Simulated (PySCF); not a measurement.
CH$_{2}$O$_{2}$, charge -1, doublet, geometry from GFN2-xTB (a state made from the parent by changing its charge; the spin is typed, not shown lowest); CISD/def2-SVP in PySCF.

Here is a job for PySCF.
```python
from pyscf import gto, scf, ci

mol = gto.Mole()
mol.atom = '''
    O     0.88165186   -0.79800338   -0.04541124
    C    -0.44999146   -0.19581427    0.20339102
    O    -0.57442091    1.06337156   -0.05525830
    H     1.43328073   -0.02488347   -0.20621193
    H    -1.19117966   -0.92317640   -0.20877782
'''
mol.basis = 'def2-svp'
mol.charge = -1
mol.spin = 1
mol.verbose = 4
mol.build()

mf = scf.UHF(mol)
mf.kernel()

myci = ci.CISD(mf)
myci.kernel()
print('E(CISD) = %.10f' % myci.e_tot)
```

What the program printed (banner, timings and long lists left out):

```
PySCF version 2.14.0

[INPUT] verbose = 4
[INPUT] num. atoms = 5
[INPUT] num. electrons = 25
[INPUT] charge = -1
[INPUT] spin (= nelec alpha-beta = 2S) = 1
[INPUT] symmetry False subgroup None
[INPUT] Mole.unit = angstrom
[INPUT] Symbol           X                Y                Z      unit          X                Y                Z       unit  Magmom
[INPUT]  1 O      0.881651860000  -0.798003380000  -0.045411240000 AA    1.666080552613  -1.508007834677  -0.085814806577 Bohr   0.0
[INPUT]  2 C     -0.449991460000  -0.195814270000   0.203391020000 AA   -0.850360617793  -0.370035341582   0.384353323996 Bohr   0.0
[INPUT]  3 O     -0.574420910000   1.063371560000  -0.055258300000 AA   -1.085498200123   2.009481017052  -0.104423053109 Bohr   0.0
[INPUT]  4 H      1.433280730000  -0.024883470000  -0.206211930000 AA    2.708508039317  -0.047022943329  -0.389684071318 Bohr   0.0
[INPUT]  5 H     -1.191179660000  -0.923176400000  -0.208777820000 AA   -2.251003322553  -1.744550560662  -0.394532900684 Bohr   0.0

nuclear repulsion = 66.1122679397994
number of shells = 24
number of NR pGTOs = 86
number of NR cGTOs = 52
basis = def2-svp
ecp = {}

******** <class 'pyscf.scf.uhf.UHF'> ********
method = UHF
initial guess = minao
damping factor = 0
level_shift factor = 0
DIIS = <class 'pyscf.scf.diis.CDIIS'>
diis_start_cycle = 1
diis_space = 8
diis_damp = 0
SCF conv_tol = 1e-09
SCF conv_tol_grad = None
SCF max_cycles = 50
direct_scf = True
direct_scf_tol = 1e-13
number electrons alpha = 13  beta = 12
Set gradient conv threshold to 3.16228e-05
init E= -188.506940250792

cycle= 1 E= -188.390990267749  delta_E= 0.116  |g|= 0.562  |ddm|= 1.74
cycle= 2 E= -188.471355022583  delta_E= -0.0804  |g|= 0.37  |ddm|= 0.756
cycle= 3 E= -188.522031235312  delta_E= -0.0507  |g|= 0.0455  |ddm|= 0.312
cycle= 4 E= -188.523764308149  delta_E= -0.00173  |g|= 0.0213  |ddm|= 0.0699
cycle= 5 E= -188.524142500565  delta_E= -0.000378  |g|= 0.00846  |ddm|= 0.0367
cycle= 6 E= -188.52425421776  delta_E= -0.000112  |g|= 0.00415  |ddm|= 0.0259
cycle= 7 E= -188.52429491324  delta_E= -4.07e-05  |g|= 0.002  |ddm|= 0.0203
cycle= 8 E= -188.524305273517  delta_E= -1.04e-05  |g|= 0.000959  |ddm|= 0.00886
cycle= 9 E= -188.524308026279  delta_E= -2.75e-06  |g|= 0.000395  |ddm|= 0.00454
cycle= 10 E= -188.524308468314  delta_E= -4.42e-07  |g|= 0.000183  |ddm|= 0.00167
cycle= 11 E= -188.524308562998  delta_E= -9.47e-08  |g|= 7.44e-05  |ddm|= 0.000791
cycle= 12 E= -188.524308577999  delta_E= -1.5e-08  |g|= 3.08e-05  |ddm|= 0.000266
cycle= 13 E= -188.524308580747  delta_E= -2.75e-09  |g|= 1.03e-05  |ddm|= 0.000136
cycle= 14 E= -188.524308581019  delta_E= -2.72e-10  |g|= 5.62e-06  |ddm|= 6.32e-05
Extra cycle  E= -188.524308581052  delta_E= -3.32e-11  |g|= 3.62e-06  |ddm|= 1.58e-05
converged SCF energy = -188.524308581052  <S^2> = 0.76083685  2S+1 = 2.0108077

******** <class 'pyscf.ci.ucisd.UCISD'> ********
CISD nocc = (np.int64(13), np.int64(12)), nmo = (52, 52)
max_cycle = 50
direct = 0
conv_tol = 1e-09
max_cycle = 50
max_space = 12
lindep = 0
nroots = 1
Init t2, MP2 energy = -0.504602613804807
UCISD converged
E(UCISD) = -188.9907027946841  E_corr = -0.4663942136320625
E(CISD) = -188.9907027947
```
